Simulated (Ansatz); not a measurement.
A made-up structure of GaSiH₅, closed shell:

Si1  (1.029, 0.580, 0.711)
Ga2  (-0.764, -0.464, -0.522)
H3  (-2.014, -0.636, 0.343)
H4  (-0.385, -1.832, -1.091)
H5  (-1.144, 0.439, -1.698)
H6  (2.377, 0.157, 0.571)
H7  (0.754, 1.665, 1.585)
(Å)

It is relaxed with PBE-D4/def2-SVP and then PBE0-D4/def2-TZVP (Ansatz 0.2.0). Atoms count as bonded within 1.22 times the sum of their covalent radii (H–H: 0.88 Å). The end point is not checked to be a true minimum.

(1) Does its bonding change? (A judgement: the text doesn't fix the answer.)

Answers

(1) Computed: Yes. Formed: Si1–H5; broken: Ga2–H5.

Where it ends: The first stage lowers the energy by 2.33 eV in 18 steps. It ends as GaSiH₅ ([SiH3][GaH2]):
Si1  (0.683, 0.726, 0.157)
Ga2  (-0.948, -1.015, -0.207)
H3  (-2.406, -0.892, 0.370)
H4  (-0.592, -2.288, -1.061)
H5  (0.593, 1.705, -0.965)
H6  (2.077, 0.200, 0.181)
H7  (0.447, 1.473, 1.423)
(Å)

Labels in which every atom is bracketed show which atoms are joined, not bond orders.

For scale, one of the runs: PBE0-D4/def2-TZVP relaxation, 115 basis functions, launched by `ansatz run in.yaml --threads 2 --pin off --events-out ev --progress --plain --max-ram 4352MiB`. The run took about 12 s on 2 CPU threads of an Arm Neoverse V1 (shared host).
